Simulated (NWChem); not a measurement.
# BNH anion

```xyz
3

B      0.0000     0.0000    -0.5934
N      0.0000     0.0000     0.6691
H      0.0000     0.0000    -1.7893
```
Atoms are numbered in this order, from 1.

Computed with NWChem. Pople sets run with spherical d functions. Sets without diffuse functions describe the anion's extra electron poorly. All runs use the structure optimised with B3LYP/def2-SVPD. Atomic charges in e: unrestrained fits to the electrostatic potential beside Mulliken populations; the two definitions need not agree.

Predict the results for Hartree-Fock/6-31G*. Quantities: ESP B1; Mulliken B1; ESP N2; Mulliken N2; relative RMS misfit of the potential (%).


```
Property                                  Result
----------------------------------------  ------
ESP B1                                     -0.01
Mulliken B1                                -0.21
ESP N2                                     -0.90
Mulliken N2                                -0.64
relative RMS misfit of the potential (%)       3
```
